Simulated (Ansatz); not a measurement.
CH$_{4}$OSSn, SMILES `C[S][Sn][OH]`, charge 0, multiplicity 1.

Question: Give a relaxed structure at PBE0-D4/def2-TZVP (the Gaussian-basis code of Ansatz). (Best estimate.)

Answer: Computed: 
```xyz
8

C     0.210   -1.084    0.004
S     1.595   -0.035    0.526
Sn    0.762    2.255    0.391
O    -1.075    1.873   -0.243
H    -0.649   -0.968    0.667
H     0.547   -2.119    0.061
H    -0.080   -0.876   -1.026
H    -1.310    0.952   -0.380
```
Point group Cs.
